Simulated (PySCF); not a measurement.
GeHF2Cl, SMILES [F][GeH]([F])[Cl]. The structure is a stationary point at B3LYP-D3(BJ)/def2-SVP.

Calculation: B3LYP-D3(BJ)/def2-SVP (PySCF 2.14.0).

Harmonic wavenumbers (cm⁻¹): 178, 214, 252, 447, 713, 721, 732, 751, 2222. Rotational constants (GHz): 5.592, 2.839, 2.190; symmetry number 1.

Task: Work out the zero-point energy and the ideal-gas rigid-rotor harmonic-oscillator thermochemistry at 298.15 K and 1 atm.

Result: ZPE = ½ Σ hcν = ½ × 6231 cm⁻¹ = 37.27 kJ/mol. H − E(el) = 53.20 kJ/mol. Entropy in J/(mol K): translation 170.99, rotation 111.41, vibration 33.35, total 315.75. G − E(el) = -40.94 kJ/mol. Cp = 74.75 J/(mol K).
